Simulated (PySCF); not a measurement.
C7H5O5 (charge -1).
Geometry (PBE0-D3(BJ)/def2-SVP, Å), atoms numbered from 1 in this order:
```
atom  x, y, z in Å
C1    -3.016    0.204    0.453
O2    -2.154   -0.725   -0.116
C3    -0.835   -0.421   -0.119
C4    -0.259    0.703    0.403
C5     1.151    0.873    0.324
C6     1.913   -0.083   -0.269
C7     3.460    0.007   -0.392
O8     3.915    1.052    0.109
O9     4.005   -0.946   -0.955
O10    1.323   -1.185   -0.783
C11   -0.014   -1.449   -0.760
O12   -0.434   -2.471   -1.244
H13   -2.803    0.368    1.527
H14   -4.034   -0.198    0.353
H15   -2.967    1.185   -0.057
H16   -0.870    1.472    0.882
H17    1.684    1.737    0.718
```

The calculation used PBE0-D3(BJ)/def2-SVP geometry optimisation, gas phase (PySCF 2.14.0).

Masses are those of the commonest isotopes; rigid-rotor values at the optimised geometry. The values belong to one conformer with, in the numbering `[CH3:1][O:2][c:3]1[cH:4][cH:5][c:6]([C:7](=[O:8])[O-:9])[o:10][c:11]1=[O:12]`, C1–O2–C3–C4 1°.

Question: What are A, B and C (MHz)?

Answer: Ia = 228.26, Ib = 884.26, Ic = 1109.29 u·Å²; 505379 MHz·u·Å²/I gives A = 2214, B = 571.5, C = 455.6 MHz.

Question: Classify the top.

Answer: An asymmetric top; Ray's κ = -0.868.

Question: Is it planar, by Δ = Ic − Ia − Ib?

Answer: Not planar: Δ = Ic − Ia − Ib = -3.24 u·Å². For a rigid frame Δ = −2 Σ m c², so Σ m c² = 1.62 u·Å² lies off the ab plane: 1.61 from hydrogen and 0.01 from heavier atoms. The atom farthest from that plane is 0.90 Å away.

Question: Which types of transition are allowed, and where do some lines up to J = 2 fall?

Answer: The dipole components (about the centre of mass, as the species is charged) are |μa| = 11.34 D, |μb| = 4.38 D, |μc| = 0.00 D; the mirror of this Cs structure is the ab plane, so μc vanishes by symmetry (the 0.03 D computed is a residue) and there are no c-type lines. The squared components, which scale the intensities, stand as 1.00 : 0.15 (a : b). Some lines, for components of 0.1 D or more:

```csv
type,branch,"J(Ka,Kc)",MHz,lower level (cm⁻¹)
a,Q,"2(1,1) ← 2(1,2)",348,0.154
b,R,"2(0,2) ← 1(1,1)",406,0.089
a,R,"1(0,1) ← 0(0,0)",1027,0.000
b,Q,"1(1,0) ← 1(0,1)",1758,0.034
b,Q,"2(1,1) ← 2(0,2)",1880,0.103
a,R,"2(1,2) ← 1(1,1)",1938,0.089
a,R,"2(0,2) ← 1(0,1)",2048,0.034
a,R,"2(1,1) ← 1(1,0)",2170,0.093
b,R,"1(1,1) ← 0(0,0)",2670,0.000
b,R,"2(1,2) ← 1(0,1)",3581,0.034
b,Q,"2(2,0) ← 2(1,1)",4933,0.165
b,Q,"2(2,1) ← 2(1,2)",5275,0.154
b,R,"2(2,1) ← 1(1,0)",7098,0.093
b,R,"2(2,0) ← 1(1,1)",7219,0.089
```

Question: Estimate the classical rotational partition function at 100 K, 200 K and 500 K.

Answer: Point group Cs, symmetry number σ = 1; q = (√π/σ)·√((kT/h)³/(ABC)), k/h = 20836.6 MHz/K: 222000 at 100 K, 628000 at 200 K, 2480000 at 500 K.

Whether it is a minimum is left open (no frequencies). Zero-point vibration and centrifugal distortion are left out. A rigid rotor knows nothing of internal rotation, which can split or shift real lines.

Cost: about 5 min of CPU time on one thread; the machine was shared, so the figure is rough. This is the geometry optimisation.
